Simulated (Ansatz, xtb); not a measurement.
Two isomers of CHPSn

Structure I is `P#[C][SnH]`, a singlet and structure II is `P=[C]=[Sn]`, a singlet. Both are isolated molecules in the gas phase, relaxed with r2SCAN-D4/def2-SVP.

I (Å):

```xyz
4

C     0.4197    0.3828    2.2296
P     0.9292    1.7122    2.8907
Sn   -0.5090   -1.3128    1.2908
H     0.9776   -2.2788    1.4726
```

II (Å):

```json
{"atom": "C", "x (Å)": "-0.1388", "y (Å)": "-0.2071", "z (Å)": "0.1632"}
{"atom": "P", "x (Å)": "-0.0190", "y (Å)": "-0.7075", "z (Å)": "-1.4060"}
{"atom": "Sn", "x (Å)": "-0.5272", "y (Å)": "0.1489", "z (Å)": "2.0942"}
{"atom": "H", "x (Å)": "1.0061", "y (Å)": "0.1951", "z (Å)": "-1.9097"}
```

Energies in hartree; the thermal terms are from r2SCAN-D4/def2-SVP harmonic frequencies (ideal gas, rigid rotor, one conformer each, 298.15 K, 1 atm) and include the zero-point energy:

```
                                I           II
E, CCSD(T)/def2-TZVPP  −593.127724  −593.107649
    zero-point energy     0.009851     0.011284
         H(298 K) − E     0.015473     0.016758
         G(298 K) − E    −0.019106    −0.017351
```

Q: Work out ΔE, ΔE₀, ΔH and ΔG for I → II in kJ/mol (1 Eh = 2625.50 kJ/mol) and the equilibrium ratio [II]/[I].

A: 1. ΔE = −593.107649 − (−593.127724) = +0.020075 Eh = +52.71 kJ/mol.
2. ΔE₀ = ΔE + ΔZPE = +0.020075 + (+0.001433) Eh = +56.47 kJ/mol.
3. ΔH = ΔE + (+0.001285) Eh = +56.08 kJ/mol.
4. ΔG = ΔE + (+0.001755) Eh = +57.31 kJ/mol, so ΔS = (ΔH − ΔG)/T = −4.1 J/(mol K).
5. kT = 0.9442 mEh, so K = [II]/[I] = exp(−ΔG/kT) = exp(−23.12) ≈ 9.1 × 10^−11.

Structure I is favoured at this temperature. An error of 4 kJ/mol in ΔG would change K by a factor of 5. Mirror images and further conformers aren't counted.

As drawn, II has 1 C=P, 1 C=Sn, 1 P–H in place of 1 C≡P, 1 C–Sn, 1 Sn–H.

Other levels gave ΔE = +89.8 (GFN2-xTB); +127.6 (HF/STO-3G, GFN2-xTB geometries); +41.8 (r2SCAN-D4/def2-SVP//GFN2-xTB); +42.1 (r2SCAN-D4/def2-SVP); +78.0 (HF/def2-TZVPP); +55.3 (MP2/def2-TZVPP) kJ/mol. The correlated steps freeze 10 core orbitals; the filled d shell of Sn is correlated, in a basis made for valence electrons. Atoms past krypton carry core potentials in the def2 sets, without spin–orbit terms. Programs: Ansatz 0.2.0, xtb 6.7.1.
